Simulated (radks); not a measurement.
Results of a calculation; reference values are marked as such.
Problem. The palladium ion Pd2.5+, 43.5 electrons, occupied as [Kr] 4d6.5 5s1 (fractional occupations, a model configuration). Code: a radial shooting solver on a logarithmic mesh with Libxc functionals. Model: Dirac Kohn-Sham, PBEsol, spin-unpolarised, spherical densities, finite nucleus; open shells are shared between the two j in proportion to 2j + 1; Fermi nuclear charge, rms radius 4.5318 fm. Some entries of the table are withheld. Estimate them.

orbital,occ.,eigenvalue (eV),<r> (bohr),<1/r> (bohr^-1)
1s1/2,2,(1),0.03187,48.22
2s1/2,2,-3562.977,0.1380,11.08
2p1/2,2,-3308.309,(2),(3)
2p3/2,4,-3149.063,(4),(5)
3s1/2,2,-674.1375,0.3793,3.861
3p1/2,2,-573.6325,0.3713,3.766
3p3/2,4,-545.8598,0.3822,3.611
3d3/2,4,-367.7674,0.3556,3.444
3d5/2,6,-362.2253,0.3591,3.404
4s1/2,2,-123.0143,0.9359,1.479
4p1/2,2,-91.5291,1.001,1.363
4p3/2,4,-86.8836,1.030,1.316
4d3/2,2.6,-38.7204,1.291,(6)
4d5/2,3.9,-38.1328,1.304,(7)
5s1/2,1,-27.1125,2.410,0.5384

Solution. 
(1) 1s1/2 eigenvalue (eV): -24176.68
(2) 2p1/2 <r> (bohr): 0.1172
(3) 2p1/2 <1/r> (bohr^-1): 11.06
(4) 2p3/2 <r> (bohr): 0.1221
(5) 2p3/2 <1/r> (bohr^-1): 10.42
(6) 4d3/2 <1/r> (bohr^-1): 1.030
(7) 4d5/2 <1/r> (bohr^-1): 1.018
